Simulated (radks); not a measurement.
All-electron atom: Al6+ in [He] 2s2 2p3 (the NIST ground configuration). Calculated with a radial shooting solver on a logarithmic mesh with Libxc functionals: non-relativistic Kohn-Sham, PBEsol, spin-unpolarised, spherical densities, point nucleus.

Local quantities along the radius. ELF = 1/(1 + alpha^2) is the electron localisation function; alpha = (tau - tau_W)/tau_unif compares the Pauli kinetic energy density with that of the uniform gas.

```
   r/bohr * ELF (the largest magnitude, 1, reaches the edge; | marks zero)
 0.007604 |                                                      *
 0.008573 |                                                      *
 0.009589 |                                                      *
  0.01073 |                                                      *
    0.012 |                                                      *
  0.01353 |                                                      *
  0.01513 |                                                      *
  0.01692 |                                                      *
  0.01893 |                                                      *
  0.02134 |                                                      *
  0.02387 |                                                      *
   0.0267 |                                                      *
  0.02986 |                                                      *
  0.03367 |                                                      *
  0.03766 |                                                      *
  0.04212 |                                                      *
  0.04712 |                                                      *
   0.0527 |                                                      *
  0.05942 |                                                      *
  0.06646 |                                                      *
  0.07434 |                                                      *
  0.08315 |                                                      *
  0.09375 |                                                     *
   0.1049 |                                                    *
   0.1173 |                                                 *
   0.1312 |                                           *
   0.1479 |                                *
   0.1654 |                    *
   0.1851 |           *
    0.207 |       *
   0.2334 |       *
    0.261 |          *
    0.292 |                *
   0.3266 |                         *
   0.3682 |                                   *
   0.4118 |                                         *
   0.4606 |                                             *
   0.5152 |                                              *
   0.5763 |                                               *
   0.6498 |                                              *
   0.7268 |                                             *
   0.8129 |                                          *
   0.9093 |                                     *
    1.025 |                             *
    1.147 |                  *
    1.283 |        *
    1.435 |  *
    1.617 |*
    1.809 *
    2.024 *
    2.263 *
```

On this mesh the ELF has minima near r = 0.23 bohr, which separate the shells, and maxima near 0.58 (0.87).

Self-consistent cycle (total energy in hartree, residual of the potential): 1: -221.353075, 6e+00; 2: -221.935055, 4e+00; 3: -222.381930, 9e-02; 4: -222.382473, 6e-02; 5: -222.382570, 2e-03; 6: -222.382570, 1e-04; 7: -222.382570, 1e-05; 8: -222.382570, 5e-06; 9: -222.382570, 7e-08; 10: -222.382570, 4e-08; 11: -222.382570, 2e-08; 12: -222.382570, 1e-09.
